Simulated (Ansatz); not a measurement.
`C[O][Ga]([OH])[SH]` + `[CH3][Al]([NH2])[Cl]` → `C[NH][Al]([CH3])[Cl]` + `[OH][Ga]([OH])[SH]`  (substitution at a C–O bond)

Isolated molecules relaxed with PBE0-D4/def2-TZVP in Ansatz; ΔE leaves out vibrations. CBS: MP2 limit from def2 TZ/QZ plus the TZ coupled-cluster correction, frozen cores. DFT in def2-TZVPP. B3LYP here is the variant with VWN-RPA as its local correlation; programs differ in this. For Ga outer-core shells are correlated without core-valence functions, which leaves a few kJ/mol of doubt a bond. Scalar relativity is left out up to krypton. One conformer a species, not always the lowest.

`C[O][Ga]([OH])[SH]`:

Cartesian coordinates in Å:
```
C 0.771 1.429 0.921
O 0.128 0.184 1.049
Ga -0.412 -0.782 -0.337
O -1.195 -2.338 0.001
S -0.143 -0.100 -2.395
H 1.808 1.355 1.266
H 0.786 1.808 -0.109
H 0.257 2.170 1.541
H -1.258 -2.524 0.941
H -0.742 -1.202 -2.879
```

`[CH3][Al]([NH2])[Cl]`:

```xyz
9

C    -0.577   -1.362   -0.308
Al   -0.059    0.306    0.529
N     0.906    1.543   -0.267
Cl   -0.647    0.738    2.506
H    -0.192   -2.216    0.256
H    -0.206   -1.440   -1.333
H    -1.665   -1.464   -0.333
H     1.181    2.413    0.158
H     1.260    1.481   -1.208
```

`C[NH][Al]([CH3])[Cl]`:

Cartesian coordinates in Å:
```
C 0.279 -1.688 0.837
N -0.058 -1.190 -0.479
Al -0.264 0.477 -1.012
C -0.062 2.024 0.138
Cl -0.761 0.710 -3.047
H 1.217 -2.255 0.840
H 0.406 -0.855 1.533
H -0.503 -2.335 1.251
H -0.183 -1.935 -1.148
H 0.715 2.692 -0.246
H 0.203 1.752 1.162
H -0.989 2.603 0.171
```

`[OH][Ga]([OH])[SH]`:

```xyz
7

O     0.719   -1.712   -0.164
Ga    0.036   -0.075   -0.025
O    -0.523    0.421    1.586
S    -0.146    1.322   -1.694
H     1.012   -1.953   -1.045
H    -0.400   -0.264    2.248
H    -0.698    2.261   -0.906
```

| level | ΔE (kJ/mol) | difference from CCSD(T)/CBS |
| --- | --- | --- |
| PBE-D4 | -17.0 | -0.4 |
| r2SCAN-D4 | -14.5 | 2.1 |
| PBE0-D4 | -17.4 | -0.8 |
| B3LYP-D4 | -13.2 | 3.4 |
| ωB97X-V | -14.7 | 1.9 |
| ωB97M-V | -15.7 | 0.9 |
| B2PLYP | -14.9 | 1.7 |
| PBE | -17.2 | -0.6 |
| r2SCAN | -14.4 | 2.2 |
| PBE0 | -17.6 | -1.0 |
| B3LYP | -13.7 | 2.9 |
| HF/def2-TZVPP | -10.3 | 6.3 |
| MP2/def2-TZVPP | -18.6 | -2.0 |
| SCS-MP2/def2-TZVPP | -16.5 | 0.1 |
| CCSD/def2-TZVPP | -15.7 | 0.9 |
| CCSD(T)/def2-TZVPP | -16.0 | 0.6 |
| HF/def2-QZVPP | -10.1 | 6.5 |
| MP2/def2-QZVPP | -18.8 | -2.2 |
| SCS-MP2/def2-QZVPP | -16.9 | -0.3 |
| HF/CBS(def2) | -10.0 | 6.6 |
| MP2/CBS(def2) | -19.2 | -2.6 |
| CCSD/CBS(def2) | -16.3 | 0.3 |
| CCSD(T)/CBS | -16.6 | 0 |

Largest T1 diagnostic among the species: 0.014.

In def2-TZVPP, CCSD(T) changes the Hartree–Fock value by −5.7 kJ/mol (the triples alone add −0.3 kJ/mol) and MP2 by −8.2 kJ/mol.

CCSD(T)/CBS has its own doubt, a few kJ/mol and more with outer-core shells, so smaller differences from it don't rank the levels.
